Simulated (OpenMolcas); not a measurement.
**Cl+: Slater's ratio, worked from levels**

| Item | Value |
| --- | --- |
| Program | OpenMolcas |
| Basis | ANO-RCC-VTZP [5s4p2d1f] |
| Scalar Hamiltonian | DKH2, point nucleus |
| Active space | 4 electrons in 3 orbitals (3p) |
| State averaging | 2S+1 = 3 even, 3 roots; 2S+1 = 1 even, 6 roots |
| Spin-orbit coupling | state interaction with AMFI integrals over the reference wave functions, term energies averaged over their components |

Methods: CASSCF; SS-CASPT2, IPEA 0.25 Eh, imaginary shift 0.1 Eh (closed shells correlated: 2s 2p 3s). Measured levels: NIST Handbook of Basic Atomic Spectroscopic Data.

**Slater's ratio.** With one set of orbitals, p4 has 1D - 3P = 6 F2 and 1S - 1D = 9 F2 (F2 = F²/25), a ratio of 3/2. Term energies are centres of gravity, weighted by 2J + 1.

```csv
Source,1D - 3P,1S - 3P,F2 from the first,Ratio
CASSCF,14104,35121,2351,1.490
SS-CASPT2,11823,29325,1970,1.480
measured,11311,27535,1885,1.434
```

Energies in cm-1. A ratio away from 3/2 shows effects beyond one configuration with one set of orbitals, and in heavier atoms second-order spin-orbit shifts.

CASPT2 does not keep the components of a term degenerate, so their means are used; among the terms shown or strongly mixed into the levels shown the widest spread is 140 cm-1 (3s2 3p4 1D, SS-CASPT2). With the s shell closed, the reference lacks s² → p² mixing. Without dynamic correlation excited terms often stand tens of per cent too high (terms of higher spin than the ground term too low), and those without a measured partner can miss by more than the paired ones (holds for CASSCF). Measured partners are found by configuration, term and J. A level has none where our copy of the source lacks it or the pairing is in doubt (some pairs that miss far off the trend of their configuration count as doubtful), and it then counts in no deviation. Levels of configurations outside the active space are missing.
